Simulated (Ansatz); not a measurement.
`[CH3][In]([F])[O][SiH3]`, charge 0, multiplicity 1.

Task: Give a relaxed structure at PBE0-D4/def2-TZVP (Ansatz). (Best estimate.)

Result: The calculation gave: 
Cartesian coordinates in Å:
```
C -1.082 1.629 1.191
In 0.736 1.019 0.289
F 2.370 2.077 0.322
O 1.172 -0.620 -0.715
Si 0.428 -1.992 -1.165
H -1.630 0.752 1.529
H -0.860 2.288 2.028
H -1.676 2.166 0.452
H 0.377 -2.102 -2.649
H 1.144 -3.180 -0.624
H -0.980 -2.038 -0.657
```
This is one stationary point; other conformers may exist.
